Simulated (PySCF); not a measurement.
C2H6AuClS, charge -1, doublet, at the geometry of the source list (the multiplicity is a formal guess) (core potentials on Au) (in this run its highest filled SCF level lies above zero, so its values depend strongly on the basis, on diffuse functions most of all); PySCF with CAMB3LYP/def2-SVP.

Input for PySCF:
```python
from pyscf import gto, scf, dft

mol = gto.Mole()
mol.atom = '''
    Au    1.61860000   -1.58070000    0.01030000
    Cl    3.69980000   -2.33190000    0.39400000
    C    -0.21670000    0.79500000   -1.33070000
    S    -0.54120000   -0.71430000   -0.36290000
    C    -0.95800000    0.05260000    1.23660000
    H     0.54380000    1.39440000   -0.84120000
    H    -1.14600000    1.34890000   -1.42720000
    H     0.13020000    0.47760000   -2.30840000
    H    -0.14980000    0.69980000    1.56060000
    H    -1.09920000   -0.75350000    1.94880000
    H    -1.88160000    0.61220000    1.12010000
'''
mol.basis = 'def2-svp'
mol.ecp = {'Au': 'def2-svp'}
mol.charge = -1
mol.spin = 1
mol.verbose = 4
mol.build()

mf = dft.UKS(mol)
mf.xc = 'camb3lyp'
mf.kernel()
mf.analyze()
```

Output, abridged:

```
PySCF version 2.14.0

[INPUT] verbose = 4
[INPUT] num. atoms = 11
[INPUT] num. electrons = 71
[INPUT] charge = -1
[INPUT] spin (= nelec alpha-beta = 2S) = 1
[INPUT] symmetry False subgroup None
[INPUT] Mole.unit = angstrom
[INPUT] Symbol           X                Y                Z      unit          X                Y                Z       unit  Magmom
[...]
nuclear repulsion = 369.763880926599
number of shells = 58
number of NR pGTOs = 219
number of NR cGTOs = 126
basis = def2-svp
ecp = {'Au': 'def2-svp'}

******** <class 'pyscf.dft.uks.UKS'> ********
method = UKS
initial guess = minao
damping factor = 0
level_shift factor = 0
DIIS = <class 'pyscf.scf.diis.CDIIS'>
diis_start_cycle = 1
diis_space = 8
diis_damp = 0
SCF conv_tol = 1e-09
SCF conv_tol_grad = None
SCF max_cycles = 50
direct_scf = True
direct_scf_tol = 1e-13
number electrons alpha = 36  beta = 35
XC library pyscf.dft.libxc version 7.1.2
    S. Lehtola, C. Steigemann, M. J. T. Oliveira, and M. A. L. Marques,  SoftwareX 7, 1–5 (2018)
XC functionals = camb3lyp
    T. Yanai, D. P. Tew, and N. C. Handy,  Chem. Phys. Lett. 393, 51 (2004)
radial grids:
    Treutler-Ahlrichs [JCP 102, 346 (1995); DOI:10.1063/1.469408] (M4) radial grids

becke partition: Becke, JCP 88, 2547 (1988); DOI:10.1063/1.454033
pruning grids: <function nwchem_prune>
grids dens level: 3
symmetrized grids: False
atomic radii adjust function: <function treutler_atomic_radii_adjust>
small_rho_cutoff = 0
Set gradient conv threshold to 3.16228e-05
tot grids = 149152
init E= -1061.99171043232

cycle= 1 E= -1072.33030762342  delta_E= -10.3  |g|=  1.4  |ddm|= 7.47
cycle= 2 E= -1045.88774767162  delta_E= 26.4  |g|=  4.2  |ddm|= 28.6
cycle= 3 E= -1073.12730417856  delta_E= -27.2  |g|= 0.775  |ddm|= 28.5
cycle= 4 E= -1073.46061642422  delta_E= -0.333  |g|= 0.38  |ddm|= 1.48
cycle= 5 E= -1073.54379261398  delta_E= -0.0832  |g|= 0.0931  |ddm|= 1.47
cycle= 6 E= -1073.54833034172  delta_E= -0.00454  |g|= 0.0403  |ddm|= 0.448
cycle= 7 E= -1073.54940216712  delta_E= -0.00107  |g|= 0.00891  |ddm|= 0.144
cycle= 8 E= -1073.54992205751  delta_E= -0.00052  |g|= 0.00759  |ddm|= 0.292
cycle= 9 E= -1073.55015179735  delta_E= -0.00023  |g|= 0.0052  |ddm|= 0.16
cycle= 10 E= -1073.55042182149  delta_E= -0.00027  |g|= 0.00455  |ddm|= 0.223
cycle= 11 E= -1073.55065436808  delta_E= -0.000233  |g|= 0.00336  |ddm|= 0.224
cycle= 12 E= -1073.55091412908  delta_E= -0.00026  |g|= 0.00221  |ddm|= 0.318
cycle= 13 E= -1073.55102341966  delta_E= -0.000109  |g|= 0.00176  |ddm|= 0.191
cycle= 14 E= -1073.55111259056  delta_E= -8.92e-05  |g|= 0.000994  |ddm|= 0.325
cycle= 15 E= -1073.5511123897  delta_E= 2.01e-07  |g|= 0.00076  |ddm|= 0.0196
cycle= 16 E= -1073.55111633638  delta_E= -3.95e-06  |g|= 0.000315  |ddm|= 0.0501
cycle= 17 E= -1073.55111736146  delta_E= -1.03e-06  |g|= 0.000307  |ddm|= 0.0519
cycle= 18 E= -1073.55111755258  delta_E= -1.91e-07  |g|= 7.48e-05  |ddm|= 0.0116
cycle= 19 E= -1073.5511175795  delta_E= -2.69e-08  |g|= 3.52e-05  |ddm|= 0.0058
cycle= 20 E= -1073.55111758407  delta_E= -4.56e-09  |g|= 2.27e-05  |ddm|= 0.00228
cycle= 21 E= -1073.55111758659  delta_E= -2.52e-09  |g|= 1.11e-05  |ddm|= 0.000712
cycle= 22 E= -1073.55111758775  delta_E= -1.16e-09  |g|= 9.8e-06  |ddm|= 0.000355
cycle= 23 E= -1073.55111758862  delta_E= -8.67e-10  |g|= 9.3e-06  |ddm|= 0.000282
Extra cycle  E= -1073.55111758972  delta_E= -1.1e-09  |g|= 9.51e-06  |ddm|= 0.00034
converged SCF energy = -1073.55111758972  <S^2> = 0.75367021  2S+1 = 2.0036669
**** SCF Summaries ****
Total Energy =                       -1073.551117589721116
Nuclear Repulsion Energy =             369.763880926598574
One-electron Energy =                -2279.466996229779397
Two-electron Energy =                  836.151997713459650
Two-electron Coulomb Energy =          916.184096479472259
DFT Exchange-Correlation Energy =      -80.032098766012552
**** MO energy ****
                             alpha | beta                alpha | beta
[...]
spin_pop of  0 Au 5s        0.00009
[...]
spin_pop of  0 Au 5dx2-y2    0.00123
spin_pop of  0 Au 6dxy      0.00271
spin_pop of  0 Au 6dyz      0.00141
spin_pop of  0 Au 6dz^2     0.00828
spin_pop of  0 Au 6dxz      0.00006
spin_pop of  0 Au 6dx2-y2   -0.00000
spin_pop of  0 Au 5f-3      0.00000
spin_pop of  0 Au 5f-2      0.00000
spin_pop of  0 Au 5f-1      0.00000
spin_pop of  0 Au 5f+0      0.00001
spin_pop of  0 Au 5f+1      0.00002
spin_pop of  0 Au 5f+2      0.00005
spin_pop of  0 Au 5f+3      0.00003
spin_pop of  1 Cl 1s        0.00000
spin_pop of  1 Cl 2s       -0.00000
spin_pop of  1 Cl 3s        0.00927
spin_pop of  1 Cl 4s       -0.00003
spin_pop of  1 Cl 2px       0.00000
spin_pop of  1 Cl 2py       0.00000
spin_pop of  1 Cl 2pz      -0.00000
spin_pop of  1 Cl 3px       0.07118
spin_pop of  1 Cl 3py       0.01785
spin_pop of  1 Cl 3pz       0.00107
spin_pop of  1 Cl 4px       0.00041
spin_pop of  1 Cl 4py       0.00152
spin_pop of  1 Cl 4pz       0.00017
spin_pop of  1 Cl 3dxy      0.00183
spin_pop of  1 Cl 3dyz      0.00003
spin_pop of  1 Cl 3dz^2     0.00062
spin_pop of  1 Cl 3dxz      0.00000
spin_pop of  1 Cl 3dx2-y2    0.00041
spin_pop of  2 C 1s        0.00000
spin_pop of  2 C 2s        0.02486
spin_pop of  2 C 3s        0.00175
spin_pop of  2 C 2px       0.00026
spin_pop of  2 C 2py       0.00814
spin_pop of  2 C 2pz      -0.00159
spin_pop of  2 C 3px       0.00024
spin_pop of  2 C 3py       0.00378
spin_pop of  2 C 3pz       0.00008
spin_pop of  2 C 3dxy      0.00005
spin_pop of  2 C 3dyz     -0.00003
spin_pop of  2 C 3dz^2     0.00000
spin_pop of  2 C 3dxz      0.00012
spin_pop of  2 C 3dx2-y2    0.00008
spin_pop of  3 S 1s        0.00000
spin_pop of  3 S 2s        0.00001
spin_pop of  3 S 3s        0.01081
spin_pop of  3 S 4s        0.00449
spin_pop of  3 S 2px       0.00000
spin_pop of  3 S 2py       0.00000
spin_pop of  3 S 2pz      -0.00000
spin_pop of  3 S 3px       0.04403
spin_pop of  3 S 3py       0.02189
spin_pop of  3 S 3pz       0.00306
spin_pop of  3 S 4px       0.00004
spin_pop of  3 S 4py       0.00117
spin_pop of  3 S 4pz       0.00017
spin_pop of  3 S 3dxy      0.00437
spin_pop of  3 S 3dyz      0.00003
spin_pop of  3 S 3dz^2     0.00347
spin_pop of  3 S 3dxz      0.00127
spin_pop of  3 S 3dx2-y2    0.00658
spin_pop of  4 C 1s        0.00000
spin_pop of  4 C 2s        0.02507
spin_pop of  4 C 3s        0.00174
spin_pop of  4 C 2px      -0.00080
spin_pop of  4 C 2py       0.00413
spin_pop of  4 C 2pz       0.00335
spin_pop of  4 C 3px       0.00053
spin_pop of  4 C 3py       0.00249
spin_pop of  4 C 3pz       0.00104
spin_pop of  4 C 3dxy      0.00001
spin_pop of  4 C 3dyz      0.00003
spin_pop of  4 C 3dz^2     0.00008
spin_pop of  4 C 3dxz      0.00012
spin_pop of  4 C 3dx2-y2   -0.00001
spin_pop of  5 H 1s        0.02852
spin_pop of  5 H 2s        0.03381
spin_pop of  5 H 2px       0.00002
spin_pop of  5 H 2py       0.00021
spin_pop of  5 H 2pz       0.00001
spin_pop of  6 H 1s        0.00136
spin_pop of  6 H 2s        0.00906
spin_pop of  6 H 2px       0.00003
spin_pop of  6 H 2py       0.00024
spin_pop of  6 H 2pz       0.00006
spin_pop of  7 H 1s        0.00967
spin_pop of  7 H 2s        0.00695
spin_pop of  7 H 2px       0.00001
spin_pop of  7 H 2py      -0.00000
spin_pop of  7 H 2pz      -0.00001
spin_pop of  8 H 1s        0.02859
spin_pop of  8 H 2s        0.03377
spin_pop of  8 H 2px       0.00006
spin_pop of  8 H 2py       0.00012
spin_pop of  8 H 2pz       0.00005
spin_pop of  9 H 1s        0.00971
spin_pop of  9 H 2s        0.00711
spin_pop of  9 H 2px       0.00001
spin_pop of  9 H 2py      -0.00001
spin_pop of  9 H 2pz      -0.00000
spin_pop of  10 H 1s        0.00141
spin_pop of  10 H 2s        0.00912
spin_pop of  10 H 2px       0.00002
spin_pop of  10 H 2py       0.00009
spin_pop of  10 H 2pz       0.00023
In total            36.00000 | 35.00000

WARN: System has nonzero charge -1; the dipole moment is origin-dependent.
Location of origin: [0. 0. 0.]

Dipole moment(X, Y, Z, Debye): -11.71441,  7.59372, -1.19380
```
